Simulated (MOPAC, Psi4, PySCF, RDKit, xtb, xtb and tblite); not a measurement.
Two geometries of SMILES FCCF, relaxed at GFN2-xTB with one dihedral held; other torsions can differ between them too.

Structure A

```
8

F     -1.3464     0.5463     0.9933
C     -0.7451    -0.1315    -0.0320
C      0.7589     0.1206     0.0170
F      1.3603    -0.5571    -1.0083
H     -1.1756     0.2359    -0.9689
H     -0.9705    -1.1949     0.0971
H      1.1894    -0.2467     0.9540
H      0.9843     1.1840    -0.1121
```

Structure B

```
8

F      1.3840     0.4895     1.0235
C      0.7448    -0.1220    -0.0202
C     -0.7562     0.1246     0.0457
F     -1.0318     1.4635    -0.0126
H      1.1689     0.3021    -0.9367
H      0.9547    -1.1937     0.0442
H     -1.2553    -0.3540    -0.8020
H     -1.1687    -0.2372     0.9936
```

Q: Which is lower in energy at the level Psi4 1.11 with DF-MP2 (frozen core)/cc-pVTZ // GFN2-xTB, and by how much?

A: B is lower, by 0.39 kcal/mol (dihedral F1–C2–C3–F4: 180° in A, 60° in B).

E(B) − E(A) in kcal/mol at the other levels, on the same two geometries: GFN2-xTB (xtb and tblite) 1.83; MMFF94 // GFN2-xTB (RDKit) -0.18; B3LYP/def2-TZVP // GFN2-xTB (Psi4) -0.52; B3LYP-D3(BJ)/def2-TZVP // GFN2-xTB (Psi4) -0.53; PBE/def2-TZVP // GFN2-xTB (Psi4) -0.86; PBE-D3(BJ)/def2-TZVP // GFN2-xTB (Psi4) -0.87; wB97M-V/def2-TZVP // GFN2-xTB (Psi4) -0.61; HF/cc-pVTZ // GFN2-xTB (Psi4) 0.16; UFF // GFN2-xTB (RDKit) 0.24; PM3, restricted, heats of formation // GFN2-xTB (MOPAC) -1.57; PM7, restricted, heats of formation // GFN2-xTB (MOPAC) 0.11; GFN1-xTB // GFN2-xTB (xtb) 1.27; restricted B3LYP/6-31G*, spherical d // GFN2-xTB (PySCF) -0.06; restricted MP2 (frozen core)/3-21G // GFN2-xTB (PySCF) 0.52; restricted Hartree-Fock/3-21G // GFN2-xTB (PySCF) 1.28; restricted B3LYP/6-311+G**, spherical d, density fitting // GFN2-xTB (PySCF) -0.47.
